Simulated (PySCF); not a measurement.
C2HBrO, SMILES O=C=CBr, point group Cs.

Level: B3LYP/pcSseg-1 in PySCF (density fitting, grid level 2); geometry and Hessian at that level, cubic constants and property derivatives from steps of ±0.6 along each species' dimensionless normal coordinates, second-order vibrational perturbation theory. The parent has the commonest isotopes.

Equilibrium geometry (Å):

```json
{"atom": "O1", "x": "1.9827", "y": "-0.4265", "z": "0.1202"}
{"atom": "C2", "x": "0.8696", "y": "-0.0993", "z": "0.0431"}
{"atom": "C3", "x": "-0.3857", "y": "0.2693", "z": "-0.0442"}
{"atom": "Br4", "x": "-1.7590", "y": "-1.0435", "z": "-0.1055"}
{"atom": "H5", "x": "-0.6731", "y": "1.3114", "z": "-0.0824"}
```

(1) Give the equilibrium and ground-state rotational constants (MHz) of parent; ²H at 5; ¹³C at 2; ¹³C at 2, ²H at 5; ¹³C at 3; ⁸¹Br at 4; ⁸¹Br at 4, ²H at 5.

(2) How is the parent's vibrational correction B0 − Be made up?

(3) And its quartic centrifugal distortion constants from the harmonic force field?

(4) Which nuclear quadrupole couplings χaa, χbb, χcc (MHz) does the parent show, at equilibrium and averaged?

A mode lies under 250 cm⁻¹, where this perturbation treatment is rough.

## Answers

(1) 
```
           species     Ae      Be      Ce     A0      B0      C0  Δ0 (u Å²)  harmonic ZPE (cm⁻¹)
            parent  31477  2049.6  1924.3  31514  2044.4  1917.9      0.267                 5130
           ²H at 5  25614  2045.8  1894.5  25611  2041.4  1888.7      0.273                 4487
          ¹³C at 2  31421  2022.5  1900.2  31460  2017.5    1894      0.267                 5082
 ¹³C at 2, ²H at 5  25588    2019  1871.3  25586  2014.6  1865.7      0.273                 4438
          ¹³C at 3  30163  2045.6  1915.7  30196  2040.6  1909.4      0.275                 5092
         ⁸¹Br at 4  31445  2034.6  1910.9  31481  2029.4  1904.6      0.267                 5129
⁸¹Br at 4, ²H at 5  25587  2030.7  1881.4  25585  2026.2  1875.6      0.273                 4486
```

Δ0 = Ic − Ia − Ib from the ground-state constants.

(2) 
```tsv
axis	harmonic	Coriolis	cubic	total (MHz)
a	298	-56.3	-205	36.3
b	2.33	-0.176	-7.36	-5.21
c	1.28	-0.425	-7.26	-6.4
```

(3) Asymmetric top, A reduction, Ir representation: ΔJ = 0.772 kHz, ΔJK = -64.7 kHz, ΔK = 2050 kHz, δJ = 0.112 kHz, δK = 3.51 kHz.

(4) 79Br at 4: 473.4, -114.1, -359.3 and 471.5, -112.1, -359.4.
